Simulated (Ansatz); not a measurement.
A structure drawn as `[CH3][Ge]([NH2])([OH])[Cl]`, with this starting geometry:

Cartesian coordinates in Å:
```
C 0.373 -0.170 -1.295
Ge 0.142 -0.126 0.595
N -0.991 1.256 1.003
O -0.604 -1.626 1.182
Cl 2.039 0.171 1.618
H 0.888 0.807 -1.655
H -0.551 -0.305 -1.826
H 1.119 -0.968 -1.545
H -0.595 2.182 0.616
H -1.904 1.131 0.451
H 0.085 -2.352 0.854
```

Charge 0, multiplicity 1.

Problem. Relax it with Ansatz at PBE-D4/def2-SVP and then PBE0-D4/def2-TZVP. Is the drawn bonding still there?

Solution. Yes, every drawn bond is still there and no new one forms.

Problem. Give the relaxed structure. (Best estimate.)

Solution. Ansatz gave: 
Z-matrix (Å, degrees):
```
C
Ge 1 1.929
H 1 1.089 2 109.7
H 1 1.091 2 110.1 3 -119.8
H 1 1.090 2 109.2 3 120.1
N 2 1.810 1 112.0 3 179.1
O 2 1.767 1 114.2 3 -62.3
Cl 2 2.185 1 107.6 3 53.5
H 6 1.010 2 115.9 1 -58.4
H 6 1.010 2 114.4 1 172.4
H 7 0.960 2 111.7 1 100.6
```
No frequency check was run.

Atoms count as bonded under 1.1 times the sum of their covalent radii (H–H under 0.85 Å, pairs among N, O and F under 1.55 Å), and a drawn bond as lost past 1.3 times.
